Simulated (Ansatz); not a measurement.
Conformers and stereoisomers of C2BrF2I (`FC(Br)=C(F)I`), each relaxed with PBE0-D4/def2-TZVP in Ansatz. CBS adds the triple-zeta coupled-cluster correction to the MP2 limit.

Elements past krypton have def2 core potentials. Outer-core shells of Br, I are correlated without core-valence functions. Scalar relativity is left out up to krypton. Spin–orbit coupling is left out.

Not all of them had a frequency check.

Conformer A:

Z-matrix (Å, degrees):
```
C
Br 1 1.859
C 1 1.327 2 123.6
F 1 1.320 2 114.7 3 -180.0
F 3 1.323 1 121.0 2 0.0
I 3 2.060 1 123.6 2 -180.0
```

Conformer B:

Cartesian coordinates in Å:
```
F -0.747 1.695 0.191
C -0.563 0.385 0.153
Br -2.066 -0.610 0.585
C 0.629 -0.108 -0.175
F 1.614 0.735 -0.460
I 1.133 -2.097 -0.295
```

**Question.** Which is lowest in electronic energy at CCSD(T)/CBS (frozen core, def2 sets), and by how much? (Estimate.)

**Answer.** Computed: A; B lies 3.9 kJ/mol higher.

**Question.** Give the energies relative to A (kJ/mol) with B3LYP-D4/def2-TZVPP, ωB97X-V/def2-TZVPP, r2SCAN/def2-TZVPP, HF/def2-TZVPP, MP2/def2-TZVPP, CCSD(T)/def2-TZVPP, SCS-MP2/def2-QZVPP. (An estimate is asked.)

**Answer.** The calculation gave: 
```tsv
level	B
B3LYP-D4/def2-TZVPP	7.4
ωB97X-V/def2-TZVPP	5.8
r2SCAN/def2-TZVPP	7.5
HF/def2-TZVPP	9.8
MP2/def2-TZVPP	5.6
CCSD(T)/def2-TZVPP	6.2
SCS-MP2/def2-QZVPP	4.3
```

B3LYP here is the variant with VWN-RPA as its local correlation; programs differ in this.
